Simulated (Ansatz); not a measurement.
Start from `[BH]1O[BH][Zn]1` and change one atom or group to get `I[B]1O[BH][Zn]1`.

Ansatz, PBE0-D4/def2-TZVP geometries, multiplicity 1. 

Elements past krypton have def2 core potentials. Scalar relativity is left out up to krypton.

```json
{"property": "LUMO energy (PBE/def2-TZVPP) / eV", "`[BH]1O[BH][Zn]1`": "-2.63"}
{"property": "HOMO–LUMO gap (B3LYP/def2-TZVPP) / eV", "`[BH]1O[BH][Zn]1`": "3.46"}
{"property": "size of the dipole moment (ωB97M-V/def2-TZVPP) / D", "`[BH]1O[BH][Zn]1`": "1.61"}
{"property": "zero-point energy (PBE0-D4/def2-TZVP) / kJ/mol", "`[BH]1O[BH][Zn]1`": "73.6"}
{"property": "LUMO energy (PBE0/def2-TZVPP) / eV", "`[BH]1O[BH][Zn]1`": "-1.82"}
{"property": "size of the dipole moment (PBE/def2-TZVPP) / D", "`[BH]1O[BH][Zn]1`": "0.82"}
```

(1) What does the change do to each property? (An estimate is asked.)

## Answers

(1) Ansatz gave: 
| property | `I[B]1O[BH][Zn]1` | shift |
| --- | --- | --- |
| LUMO energy (PBE/def2-TZVPP) / eV | -2.89 | -0.26 |
| HOMO–LUMO gap (B3LYP/def2-TZVPP) / eV | 3.23 | -0.23 |
| size of the dipole moment (ωB97M-V/def2-TZVPP) / D | 2.80 | 1.19 |
| zero-point energy (PBE0-D4/def2-TZVP) / kJ/mol | 53.4 | -20.2 |
| LUMO energy (PBE0/def2-TZVPP) / eV | -2.23 | -0.41 |
| size of the dipole moment (PBE/def2-TZVPP) / D | 1.78 | 0.96 |

With PBE0 the HOMO falls by 0.18 eV and the LUMO falls by 0.41 eV, so the gap narrows by about 0.23 eV. PBE moves the HOMO by -0.18 eV and ωB97M-V by -0.13 eV. Dipoles are sizes alone; their direction can turn.

B3LYP here is the variant with VWN-RPA as its local correlation; programs differ in this.

Spin–orbit coupling is left out; it splits and shifts lone-pair levels of the heavy atoms by tenths of an eV.
